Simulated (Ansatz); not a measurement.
`C[O][SnH]([NH2])[F]` → `C[O][Sn][F]` + NH₃ at 500 K and 1 bar (stannylene formation by 1,1-elimination).

Computed with Ansatz on PBE0-D4/def2-TZVP structures; ΔE is electronic, products minus reactants. CBS: MP2 limit from def2 TZ/QZ plus the TZ coupled-cluster correction, frozen cores. This one scheme is used for every species. def2 core potentials past Kr. For Sn outer-core shells are correlated without core-valence functions, which leaves a few kJ/mol of doubt a bond. Each species was taken in one conformer, which may not be the lowest.

```
              species  CCSD(T)/CBS energy (Eh)  H − E (kJ/mol)  S (J/(mol·K))
`C[O][SnH]([NH2])[F]`               -485.40098           252.0          465.4
        `C[O][Sn][F]`               -428.91146           148.3          377.3
                  NH₃                -56.50880           108.2          211.8
```

H − E and S are ideal-gas, rigid-rotor, harmonic terms from PBE0-D4/def2-TZVP, for one conformer and one mirror image of each species. 1 Eh = 2625.50 kJ/mol, R = 8.31446 J/(mol·K).

**Question.** By hand: ΔE, ΔH, ΔS and ΔG.

**Answer.** ΔE = (-428.91146) + (-56.50880) − (-485.40098) = -0.01928 Eh = -50.6 kJ/mol. Δ(H − E) = 148.3 + 108.2 − 252.0 = 4.5, so ΔH = -46.1 kJ/mol. ΔS = 377.3 + 211.8 − 465.4 = 123.7 J/(mol·K). ΔG = -46.1 − 500 × (123.7)/1000 = -108.0 kJ/mol.

**Question.** By hand: the equilibrium constant, and the temperature at which ΔG would vanish if ΔH and ΔS stayed fixed.

**Answer.** log₁₀ K = −ΔG/(RT ln 10) = 11.3. ΔH and −TΔS have one sign here, so there is no such temperature.

The number of gas molecules changes by +1, which sets the sign of ΔS. A doubt of 5 kJ/mol in ΔE shifts log₁₀ K by 0.5 here. Other conformers and mirror images would add mixing entropy, several J/(mol·K) or more a flexible species. Modes under 60 cm⁻¹, often nearly free rotors, make the harmonic entropy too high. These are equilibria of isolated gas molecules and say nothing of rates. Largest T1 diagnostic: 0.017 (customary marks: 0.02 for closed shells, 0.045 for open ones).
